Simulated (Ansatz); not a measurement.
**Molecular dynamics of AlBH₆OSi**

The input (input.yaml):

```yaml
crystal:
  periodic: [false, false, false]
  atoms:
    - { symbol: Al, position_ang: [-0.359475, 2.443329, 0.135273] }
    - { symbol: B, position_ang: [-0.030267, 0.49712, 0.488662] }
    - { symbol: O, position_ang: [0.137976, -0.126696, -0.680706] }
    - { symbol: Si, position_ang: [0.14229, -2.071467, -0.385027] }
    - { symbol: H, position_ang: [0.89784, 3.070762, -0.563538] }
    - { symbol: H, position_ang: [-1.4864, 3.378015, -0.021998] }
    - { symbol: H, position_ang: [0.72778, 0.419468, 1.363966] }
    - { symbol: H, position_ang: [0.809565, -2.453462, 0.961425] }
    - { symbol: H, position_ang: [-1.07871, -2.386624, -0.073565] }
    - { symbol: H, position_ang: [0.818675, -2.764265, -1.674562] }
magnetization:
  spin_polarized: true
basis:
  gaussian: { orbitals: STO-3G }
hamiltonian:
  xc: lda
md:
  timestep: 0.5
  n_steps: 100
  ensemble: nve
  temperature: 1000.0
  initial_velocities: maxwell_boltzmann
  seed: 190779
  masses: [{ species: H, mass: 10.0 }]
```

Launched with:

```bash
$ ansatz run input.yaml --threads 1 --pin off --max-ram 2048MiB --backend cpu --events-out ev --progress --plain --runs-dir out
```

It goes on from the last frame of an earlier run, with new velocities.

Output, in part (one step line in 2, the closing report, with atoms numbered from 0):

```
md step     0: t =     0.00 fs  T =  1000.0 K  F+E_penalty+E_count = -16999.97114391 eV  E_kin = 1.034080 eV  conserved = -16998.93706391 eV  (25 SCF iters)
md step     2: t =     1.00 fs  T =  1007.9 K  F+E_penalty+E_count = -16999.97931114 eV  E_kin = 1.042273 eV  conserved = -16998.93703842 eV  (23 SCF iters)
md step     4: t =     2.00 fs  T =  1084.3 K  F+E_penalty+E_count = -17000.05844207 eV  E_kin = 1.121248 eV  conserved = -16998.93719385 eV  (23 SCF iters)
md step     6: t =     3.00 fs  T =  1219.7 K  F+E_penalty+E_count = -17000.19868746 eV  E_kin = 1.261222 eV  conserved = -16998.93746508 eV  (23 SCF iters)
md step     8: t =     4.00 fs  T =  1397.2 K  F+E_penalty+E_count = -17000.38262850 eV  E_kin = 1.444853 eV  conserved = -16998.93777508 eV  (23 SCF iters)
md step    10: t =     5.00 fs  T =  1597.4 K  F+E_penalty+E_count = -17000.58995224 eV  E_kin = 1.651884 eV  conserved = -16998.93806817 eV  (28 SCF iters)
md step    12: t =     6.00 fs  T =  1801.4 K  F+E_penalty+E_count = -17000.80107206 eV  E_kin = 1.862753 eV  conserved = -16998.93831899 eV  (28 SCF iters)
md step    14: t =     7.00 fs  T =  1992.5 K  F+E_penalty+E_count = -17000.99891728 eV  E_kin = 2.060389 eV  conserved = -16998.93852798 eV  (28 SCF iters)
md step    16: t =     8.00 fs  T =  2157.0 K  F+E_penalty+E_count = -17001.16925294 eV  E_kin = 2.230550 eV  conserved = -16998.93870245 eV  (27 SCF iters)
md step    18: t =     9.00 fs  T =  2283.8 K  F+E_penalty+E_count = -17001.30042625 eV  E_kin = 2.361581 eV  conserved = -16998.93884530 eV  (27 SCF iters)
md step    20: t =    10.00 fs  T =  2363.8 K  F+E_penalty+E_count = -17001.38328198 eV  E_kin = 2.444331 eV  conserved = -16998.93895069 eV  (27 SCF iters)
md step    22: t =    11.00 fs  T =  2391.1 K  F+E_penalty+E_count = -17001.41157291 eV  E_kin = 2.472569 eV  conserved = -16998.93900415 eV  (27 SCF iters)
md step    24: t =    12.00 fs  T =  2363.3 K  F+E_penalty+E_count = -17001.38280013 eV  E_kin = 2.443813 eV  conserved = -16998.93898738 eV  (27 SCF iters)
md step    26: t =    13.00 fs  T =  2282.5 K  F+E_penalty+E_count = -17001.29920113 eV  E_kin = 2.360315 eV  conserved = -16998.93888643 eV  (27 SCF iters)
md step    28: t =    14.00 fs  T =  2156.4 K  F+E_penalty+E_count = -17001.16855487 eV  E_kin = 2.229861 eV  conserved = -16998.93869374 eV  (26 SCF iters)
md step    30: t =    15.00 fs  T =  1998.0 K  F+E_penalty+E_count = -17001.00447022 eV  E_kin = 2.066055 eV  conserved = -16998.93841536 eV  (26 SCF iters)
md step    32: t =    16.00 fs  T =  1825.5 K  F+E_penalty+E_count = -17000.82578087 eV  E_kin = 1.887704 eV  conserved = -16998.93807709 eV  (26 SCF iters)
md step    34: t =    17.00 fs  T =  1660.5 K  F+E_penalty+E_count = -17000.65477878 eV  E_kin = 1.717053 eV  conserved = -16998.93772545 eV  (26 SCF iters)
md step    36: t =    18.00 fs  T =  1524.9 K  F+E_penalty+E_count = -17000.51424216 eV  E_kin = 1.576819 eV  conserved = -16998.93742364 eV  (26 SCF iters)
md step    38: t =    19.00 fs  T =  1437.3 K  F+E_penalty+E_count = -17000.42350355 eV  E_kin = 1.486264 eV  conserved = -16998.93723983 eV  (25 SCF iters)
md step    40: t =    20.00 fs  T =  1409.0 K  F+E_penalty+E_count = -17000.39427422 eV  E_kin = 1.457044 eV  conserved = -16998.93722977 eV  (26 SCF iters)
md step    42: t =    21.00 fs  T =  1441.0 K  F+E_penalty+E_count = -17000.42748332 eV  E_kin = 1.490075 eV  conserved = -16998.93740796 eV  (25 SCF iters)
md step    44: t =    22.00 fs  T =  1523.0 K  F+E_penalty+E_count = -17000.51266233 eV  E_kin = 1.574933 eV  conserved = -16998.93772951 eV  (26 SCF iters)
md step    46: t =    23.00 fs  T =  1637.0 K  F+E_penalty+E_count = -17000.63087461 eV  E_kin = 1.692775 eV  conserved = -16998.93809920 eV  (23 SCF iters)
md step    48: t =    24.00 fs  T =  1762.1 K  F+E_penalty+E_count = -17000.76061272 eV  E_kin = 1.822201 eV  conserved = -16998.93841163 eV  (23 SCF iters)
md step    50: t =    25.00 fs  T =  1881.2 K  F+E_penalty+E_count = -17000.88389277 eV  E_kin = 1.945265 eV  conserved = -16998.93862749 eV  (23 SCF iters)
md step    52: t =    26.00 fs  T =  1982.0 K  F+E_penalty+E_count = -17000.98837291 eV  E_kin = 2.049556 eV  conserved = -16998.93881683 eV  (23 SCF iters)
md step    54: t =    27.00 fs  T =  2054.2 K  F+E_penalty+E_count = -17001.06326511 eV  E_kin = 2.124163 eV  conserved = -16998.93910211 eV  (22 SCF iters)
md step    56: t =    28.00 fs  T =  2082.2 K  F+E_penalty+E_count = -17001.09267344 eV  E_kin = 2.153169 eV  conserved = -16998.93950464 eV  (23 SCF iters)
md step    58: t =    29.00 fs  T =  2045.3 K  F+E_penalty+E_count = -17001.05488048 eV  E_kin = 2.115035 eV  conserved = -16998.93984578 eV  (22 SCF iters)
md step    60: t =    30.00 fs  T =  1927.4 K  F+E_penalty+E_count = -17000.93293812 eV  E_kin = 1.993111 eV  conserved = -16998.93982705 eV  (25 SCF iters)
md step    62: t =    31.00 fs  T =  1733.4 K  F+E_penalty+E_count = -17000.73172173 eV  E_kin = 1.792472 eV  conserved = -16998.93924996 eV  (26 SCF iters)
md step    64: t =    32.00 fs  T =  1499.5 K  F+E_penalty+E_count = -17000.48877990 eV  E_kin = 1.550569 eV  conserved = -16998.93821044 eV  (27 SCF iters)
md step    66: t =    33.00 fs  T =  1286.9 K  F+E_penalty+E_count = -17000.26791449 eV  E_kin = 1.330790 eV  conserved = -16998.93712490 eV  (27 SCF iters)
md step    68: t =    34.00 fs  T =  1158.6 K  F+E_penalty+E_count = -17000.13457430 eV  E_kin = 1.198064 eV  conserved = -16998.93651005 eV  (27 SCF iters)
md step    70: t =    35.00 fs  T =  1149.9 K  F+E_penalty+E_count = -17000.12568740 eV  E_kin = 1.189045 eV  conserved = -16998.93664195 eV  (27 SCF iters)
md step    72: t =    36.00 fs  T =  1253.3 K  F+E_penalty+E_count = -17000.23340162 eV  E_kin = 1.296032 eV  conserved = -16998.93736954 eV  (26 SCF iters)
md step    74: t =    37.00 fs  T =  1426.4 K  F+E_penalty+E_count = -17000.41322691 eV  E_kin = 1.474961 eV  conserved = -16998.93826610 eV  (27 SCF iters)
md step    76: t =    38.00 fs  T =  1614.6 K  F+E_penalty+E_count = -17000.60852470 eV  E_kin = 1.669577 eV  conserved = -16998.93894800 eV  (28 SCF iters)
md step    78: t =    39.00 fs  T =  1774.1 K  F+E_penalty+E_count = -17000.77380265 eV  E_kin = 1.834554 eV  conserved = -16998.93924858 eV  (28 SCF iters)
md step    80: t =    40.00 fs  T =  1882.3 K  F+E_penalty+E_count = -17000.88566096 eV  E_kin = 1.946451 eV  conserved = -16998.93921015 eV  (27 SCF iters)
md step    82: t =    41.00 fs  T =  1936.5 K  F+E_penalty+E_count = -17000.94144724 eV  E_kin = 2.002474 eV  conserved = -16998.93897361 eV  (27 SCF iters)
md step    84: t =    42.00 fs  T =  1946.5 K  F+E_penalty+E_count = -17000.95151090 eV  E_kin = 2.012828 eV  conserved = -16998.93868255 eV  (27 SCF iters)
md step    86: t =    43.00 fs  T =  1926.6 K  F+E_penalty+E_count = -17000.93069015 eV  E_kin = 1.992254 eV  conserved = -16998.93843626 eV  (26 SCF iters)
md step    88: t =    44.00 fs  T =  1889.6 K  F+E_penalty+E_count = -17000.89224751 eV  E_kin = 1.953975 eV  conserved = -16998.93827212 eV  (27 SCF iters)
md step    90: t =    45.00 fs  T =  1844.3 K  F+E_penalty+E_count = -17000.84537794 eV  E_kin = 1.907205 eV  conserved = -16998.93817302 eV  (27 SCF iters)
md step    92: t =    46.00 fs  T =  1796.6 K  F+E_penalty+E_count = -17000.79587484 eV  E_kin = 1.857778 eV  conserved = -16998.93809711 eV  (26 SCF iters)
md step    94: t =    47.00 fs  T =  1750.7 K  F+E_penalty+E_count = -17000.74837391 eV  E_kin = 1.810362 eV  conserved = -16998.93801172 eV  (27 SCF iters)
md step    96: t =    48.00 fs  T =  1711.8 K  F+E_penalty+E_count = -17000.70801698 eV  E_kin = 1.770094 eV  conserved = -16998.93792276 eV  (27 SCF iters)
md step    98: t =    49.00 fs  T =  1684.7 K  F+E_penalty+E_count = -17000.67994269 eV  E_kin = 1.742073 eV  conserved = -16998.93787013 eV  (25 SCF iters)
md step   100: t =    50.00 fs  T =  1672.0 K  F+E_penalty+E_count = -17000.66687391 eV  E_kin = 1.728977 eV  conserved = -16998.93789662 eV  (25 SCF iters)
Total energy: -17000.66689565 eV, -624.7629849493 hartree
Atom 0 at    -0.140713     2.452332    -0.095632 Å, force    -0.150992    -0.860063     1.311393 eV/Å
Atom 1 at     0.068322     0.528563     0.451112 Å, force     0.907784     0.506130     3.416128 eV/Å
Atom 2 at     0.243987    -0.165291    -0.642745 Å, force     0.114183    -4.098864    -1.482600 eV/Å
Atom 3 at     0.213675    -1.962027    -0.269833 Å, force    -4.827252     1.725088    -0.953826 eV/Å
Atom 4 at     0.785214     3.383518    -0.777101 Å, force     0.352951     0.440309    -0.404548 eV/Å
Atom 5 at    -1.488161     2.794628     0.389092 Å, force    -0.953984     1.018284    -0.139628 eV/Å
Atom 6 at     0.102506    -0.131901     1.574577 Å, force    -0.344096     1.692617    -1.790375 eV/Å
Atom 7 at     1.156036    -2.172747     0.789073 Å, force     0.021355    -0.388329     0.554186 eV/Å
Atom 8 at    -1.493637    -2.327918    -0.227910 Å, force     4.084298     0.747870     0.568711 eV/Å
Atom 9 at     0.559873    -2.585583    -1.476647 Å, force     0.795754    -0.783043    -1.079441 eV/Å
Dipole moment:     0.116102    -0.393996    -0.092023 e Å
```

All steps were run. The conserved energy stayed within 0.28 meV per atom of its start (net change -0.083 meV per atom), so the integration is sound. The system heated up, since it started high on the potential surface and ran downhill. A run of 0.05 ps of so small a system gives no equilibrium averages. Limits of this set-up: minimal basis.

The same pairs are bonded in the first frame and the last. Pairs count as bonded within 1.25 times the sum of covalent radii (0.12 Å more for H–H).

Last frame:

```xyz
10
Properties=species:S:1:pos:R:3
Al -0.141 2.452 -0.096
B 0.068 0.529 0.451
O 0.244 -0.165 -0.643
Si 0.214 -1.962 -0.270
H 0.785 3.384 -0.777
H -1.488 2.795 0.389
H 0.102 -0.132 1.575
H 1.156 -2.173 0.789
H -1.494 -2.328 -0.228
H 0.560 -2.586 -1.477
```

Run time: 2.9 min on 1 thread of Intel(R) Xeon(R) Platinum 8259CL CPU @ 2.50GHz (Skylake/Cascade Lake), with other jobs on the host, peak memory 0.12 GiB.
